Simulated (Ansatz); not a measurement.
C₂H₇Cl₂NSi, SMILES Cl[SiH]([C@@H](N)C)Cl.

Coordinates come from a PBE-D3(BJ)/def2-SVP optimisation. The structure was generated by enumeration; whether it is a known compound was not checked. The values are those of a single conformer.

Two levels are set side by side: PBE/def2-SVPD (Ansatz, a program for electronic structure) and ωB97X-V/def2-SVPD (Ansatz). Energy differences of separate SCF runs at the same geometry; the states with an electron removed or added have multiplicity 2 and 2. Differences are taken from unrounded values.

| quantity | PBE |
|---|---|
| vertical ionisation energy (eV) | 9.14 |
| vertical singlet–triplet gap (eV) | 5.64 |

**Question.** These are the PBE values. What does ωB97X-V give? (An estimate is asked for; the answer gives what the named calculation found.)

**Answer.** 
```csv
quantity,ωB97X-V,PBE minus ωB97X-V
vertical ionisation energy (eV),9.68,-0.54
vertical singlet–triplet gap (eV),6.63,-0.99
```
